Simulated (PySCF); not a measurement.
MgF, SMILES [F][Mg+], charge +1. Atoms are numbered in the order given.

```xyz
2

Mg     0.0000     0.0000    -0.7286
F      0.0000     0.0000     0.9715
```
Charge +1, spin multiplicity 1.

Coordinates come from a PBE0-D3(BJ)/def2-TZVPD optimisation. The multiplicity is an assumed one; other spin states were not compared.

All values below come from PBE/def2-TZVPD (PySCF).

Task: Estimate the frontier levels, gap, dipole moment and polarisability. (An estimate is asked for; the answer gives what the named calculation found.)

Result: 
| Item | Result |
|---|---|
| highest occupied level | -13.92 eV |
| lowest empty level | -10.73 eV |
| orbital gap | 3.19 eV |
| dipole moment about the centre of nuclear charge | 1.804 e·Å |
| mean static polarisability | 13.3 bohr³ (1.98 Å³) |
| polarisability, principal values | 10.8, 10.8, 18.4 bohr³ |
